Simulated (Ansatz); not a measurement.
# Relative energy of two structures of ClF2Si2Zn+

We compare a, a singlet given by its coordinates, with b, a singlet given by its coordinates. Both are isolated ions in the gas phase, relaxed with r2SCAN-D4/def2-SVP.

a (Å):

| atom | x (Å) | y (Å) | z (Å) |
| --- | --- | --- | --- |
| Cl | 1.4103 | 1.1733 | 0.4817 |
| F | 1.0507 | -3.5964 | 1.9080 |
| F | 2.9346 | -0.4140 | 2.5131 |
| Si | 0.3829 | -2.4894 | 0.9311 |
| Si | 1.6412 | -0.5094 | 1.5760 |
| Zn | -0.9133 | -1.0958 | 2.5135 |

Close contacts (Å): Cl1–Si5 2.02, F2–Si4 1.62, F3–Si5 1.60, Si4–Si5 2.43, Si4–Zn6 2.48, Si5–Zn6 2.78.

b (Å):

```tsv
atom	x (Å)	y (Å)	z (Å)
Cl	4.4705	-0.0388	0.6683
F	0.9309	1.0593	1.7176
F	-0.0917	1.2134	-0.6748
Si	1.2595	1.0437	0.1587
Si	3.2320	0.2388	-0.9605
Zn	3.0629	2.6863	-1.1494
```

Close contacts (Å): Cl1–Si5 2.06, F2–Si4 1.59, F3–Si4 1.60, Si4–Si5 2.41, Si4–Zn6 2.77, Si5–Zn6 2.46.

**Question.** Estimate E(b) − E(a) at the level CCSD(T)/def2-SVP + ΔMP2/def2-TZVPP.

**Answer.** Calculated at CCSD(T)/def2-SVP + ΔMP2/def2-TZVPP: E(b) − E(a) = −2.6 kcal/mol, so structure b lies lower.

How the difference moves with the method:

```json
{"level": "r2SCAN-D4/def2-SVP", "geometry": "r2SCAN-D4/def2-SVP", "E(b) − E(a) (kcal/mol)": "−2.0", "departure from the last row (kcal/mol)": "+0.6", "job, with rough time for the two": "optimisation, 20 s"}
{"level": "HF/def2-SVP", "geometry": "r2SCAN-D4/def2-SVP", "E(b) − E(a) (kcal/mol)": "−1.5", "departure from the last row (kcal/mol)": "+1.1", "job, with rough time for the two": "part of the CCSD(T) run"}
{"level": "MP2/def2-SVP", "geometry": "r2SCAN-D4/def2-SVP", "E(b) − E(a) (kcal/mol)": "−2.2", "departure from the last row (kcal/mol)": "+0.4", "job, with rough time for the two": "part of the CCSD(T) run"}
{"level": "CCSD(T)/def2-SVP", "geometry": "r2SCAN-D4/def2-SVP", "E(b) − E(a) (kcal/mol)": "−1.8", "departure from the last row (kcal/mol)": "+0.8", "job, with rough time for the two": "single point"}
{"level": "CCSD(T)/def2-SVP + ΔMP2/def2-TZVPP", "geometry": "r2SCAN-D4/def2-SVP", "E(b) − E(a) (kcal/mol)": "−2.6", "departure from the last row (kcal/mol)": "", "job, with rough time for the two": "single point, 58 s"}
```

None of the levels shown reverses the order. The largest departure from CCSD(T)/def2-SVP + ΔMP2/def2-TZVPP is that of HF/def2-SVP, 1.1 kcal/mol. Levels run at GFN2-xTB geometries aren't shown. The last row adds to CCSD(T) the change of the MP2 difference between the two basis sets, here −0.8 kcal/mol.

With harmonic frequencies from r2SCAN-D4/def2-SVP (ideal gas, rigid rotor, one conformer each, 298.15 K, 1 atm): on the last row, ΔE + ΔZPE = −2.5 kcal/mol. A mode under 50 cm⁻¹ makes harmonic enthalpies and free energies unreliable, so none is given.

The correlated steps freeze 22 core orbitals; the last core shell of Zn is correlated, in a basis made for valence electrons. Codes used: Ansatz 0.2.0; the last row on 2 threads of Intel(R) Xeon(R) Platinum 8259CL CPU @ 2.50GHz (Skylake/Cascade Lake) on a shared host.
